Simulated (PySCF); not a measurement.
TaF4Br, SMILES [Br][Ta]([F])([F])([F])[F], multiplicity 1. Atoms are numbered in the order given.

```xyz
6

Ta     0.0000     0.0000    -0.4527
F      0.0000    -1.8287    -0.8606
F      0.0000     1.8287    -0.8606
F      1.7435     0.0000    -1.1112
F     -1.7435     0.0000    -1.1112
Br     0.0000     0.0000     1.9583
```

Geometry optimised at PBE0-D3(BJ)/def2-SVP. The spin state was assumed, not searched. The structure was generated by enumeration; whether it is a known compound was not checked. The def2 effective core potentials stand for the cores of Ta; spin–orbit coupling is left out.

Level of theory: PBE0-D3(BJ)/def2-SVP in PySCF 2.14.0.

Frequencies are harmonic and unscaled.

```json
[
 {"mode": "1", "ν (cm⁻¹)": "16", "IR (km/mol)": "1.0", "Raman (Å⁴/amu)": "0.1", "depolarisation": "0.73", "moving atoms (share of kinetic energy)": "F 100 %"},
 {"mode": "2", "ν (cm⁻¹)": "119", "IR (km/mol)": "1.0", "Raman (Å⁴/amu)": "1.5", "depolarisation": "0.75", "moving atoms (share of kinetic energy)": "F 70 %, Br 19 %, Ta 11 %"},
 {"mode": "3", "ν (cm⁻¹)": "132", "IR (km/mol)": "1.9", "Raman (Å⁴/amu)": "1.5", "depolarisation": "0.75", "moving atoms (share of kinetic energy)": "F 67 %, Br 20 %, Ta 13 %"},
 {"mode": "4", "ν (cm⁻¹)": "196", "IR (km/mol)": "5.8", "Raman (Å⁴/amu)": "0.6", "depolarisation": "0.27", "moving atoms (share of kinetic energy)": "F 70 %, Br 28 %"},
 {"mode": "5", "ν (cm⁻¹)": "220", "IR (km/mol)": "21.2", "Raman (Å⁴/amu)": "0.1", "depolarisation": "0.75", "moving atoms (share of kinetic energy)": "F 87 %, Ta 13 %"},
 {"mode": "6", "ν (cm⁻¹)": "258", "IR (km/mol)": "18.6", "Raman (Å⁴/amu)": "0.5", "depolarisation": "0.75", "moving atoms (share of kinetic energy)": "F 91 %, Ta 9 %"},
 {"mode": "7", "ν (cm⁻¹)": "309", "IR (km/mol)": "49.4", "Raman (Å⁴/amu)": "3.4", "depolarisation": "0.11", "moving atoms (share of kinetic energy)": "Br 49 %, Ta 40 %, F 11 %"},
 {"mode": "8", "ν (cm⁻¹)": "329", "IR (km/mol)": "0.0", "Raman (Å⁴/amu)": "1.7", "depolarisation": "0.75", "moving atoms (share of kinetic energy)": "F 100 %"},
 {"mode": "9", "ν (cm⁻¹)": "662", "IR (km/mol)": "1.1", "Raman (Å⁴/amu)": "1.8", "depolarisation": "0.72", "moving atoms (share of kinetic energy)": "F 100 %"},
 {"mode": "10", "ν (cm⁻¹)": "699", "IR (km/mol)": "216.2", "Raman (Å⁴/amu)": "0.1", "depolarisation": "0.75", "moving atoms (share of kinetic energy)": "F 83 %, Ta 17 %"},
 {"mode": "11", "ν (cm⁻¹)": "710", "IR (km/mol)": "180.5", "Raman (Å⁴/amu)": "0.2", "depolarisation": "0.75", "moving atoms (share of kinetic energy)": "F 84 %, Ta 16 %"},
 {"mode": "12", "ν (cm⁻¹)": "734", "IR (km/mol)": "69.3", "Raman (Å⁴/amu)": "13.1", "depolarisation": "0.00", "moving atoms (share of kinetic energy)": "F 96 %"}
]
```
